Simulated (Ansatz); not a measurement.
**Ansatz input wanted**

C2H3F2Si+ has 8 atoms, charge +1, and is taken as a singlet. As SMILES of the parent species, `[CH]=C[SiH](F)F`. The shape was relaxed beforehand at r2SCAN/def2-SVP. This is one conformer, not always the lowest.

```xyz
8

C     0.5493    0.3829    1.2393
C     1.2324    0.1409    0.2518
Si   -0.7374   -0.2185   -0.5861
F    -0.3933   -1.6988   -1.0312
F    -0.5459    0.8304   -1.7570
H    -0.0481    0.6000    2.1223
H     1.9669   -0.0401   -0.5340
H    -1.9317   -0.0538    0.2390
```

Settings wanted:

```yaml
basis_set: def2-SVP
integral_approximation: automatic
task: energy
method: DFT
functional: PBE
dispersion: none
reference: RKS
accuracy: medium
start_density: atoms
```

Q: Give an Ansatz 0.2.0 job that does this.

A: One that was run (others would do as well):

run.yaml:
```yaml
crystal:
  periodic: [false, false, false]
  atoms:
    - symbol: C
      position_ang: [0.549343, 0.382878, 1.239350]
    - symbol: C
      position_ang: [1.232384, 0.140898, 0.251764]
    - symbol: Si
      position_ang: [-0.737425, -0.218485, -0.586129]
    - symbol: F
      position_ang: [-0.393296, -1.698780, -1.031168]
    - symbol: F
      position_ang: [-0.545899, 0.830442, -1.756958]
    - symbol: H
      position_ang: [-0.048061, 0.599998, 2.122251]
    - symbol: H
      position_ang: [1.966857, -0.040079, -0.533998]
    - symbol: H
      position_ang: [-1.931703, -0.053772, 0.238988]
basis:
  gaussian: {orbitals: def2-SVP}
total_charge: 1
hamiltonian: {xc: {name: PBE}}
```

```bash
$ ansatz run run.yaml --threads 1 --pin off --max-ram 3480MiB --events-out events.jsonl --progress --plain --runs-dir runs
```

Calculated total energy: -566.16950 Eh.
